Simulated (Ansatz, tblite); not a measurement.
Cost and result up the ladder for cyclo-(Me2SiS)3 (C6H18S3Si3) (30 atoms). Charge 0, multiplicity 1. Geometry: PBE-D4/def2-SVP.

Cartesian coordinates in Å:
```
Si -1.822 -0.295 0.889
C -2.348 -1.613 -0.348
C -2.999 -0.204 2.352
S -1.886 1.665 -0.053
Si 0.096 1.818 -0.937
C 1.300 2.536 0.319
C -0.091 2.936 -2.438
S 0.782 -0.091 -1.737
Si 1.366 -1.207 0.038
C 1.210 -3.022 -0.436
C 3.132 -0.812 0.557
S 0.131 -0.717 1.761
H -3.385 -1.401 -0.681
H -2.318 -2.621 0.114
H -1.688 -1.593 -1.237
H -3.069 -1.191 2.854
H -2.654 0.547 3.089
H -4.012 0.088 2.006
H 1.332 1.905 1.228
H 2.319 2.616 -0.113
H 0.955 3.549 0.612
H -0.766 2.478 -3.187
H -0.521 3.912 -2.132
H 0.895 3.117 -2.911
H 0.165 -3.283 -0.693
H 1.534 -3.661 0.410
H 1.852 -3.245 -1.313
H 3.407 -1.402 1.456
H 3.252 0.262 0.794
H 3.832 -1.072 -0.263
```

Ansatz on 2 threads of AMD EPYC 7R13 on a shared host and a share (18 GiB) of an NVIDIA H100 80GB HBM3; xTB runs through tblite on one thread. Times are rough, summed over both states, and most runs start from the orbitals of an earlier one. PBE0-D4/def2-TZVP serves as the yardstick here, not as an exact answer. The other state is a triplet.

The xTB rows come from tblite. Single mean-field runs in def2-TZVP are fitted with def2-universal-jkfit.

xTB has no spin-polarisation term.

```
                          level  functions  wall time  vertical triplet (eV)  difference from PBE0-D4/def2-TZVP (eV)
                       GFN2-xTB         96     0.13 s                   4.71                                   -0.73
                       GFN1-xTB        114     0.21 s                   6.21                                    0.77
 PBE-D4/def2-TZVP (with forces)        516       13 s                   4.88                                   -0.55
            r2SCAN-D4/def2-TZVP        516       15 s                   5.21                                   -0.22
PBE0-D4/def2-TZVP (with forces)        516       18 s                   5.43                                    0.00
```
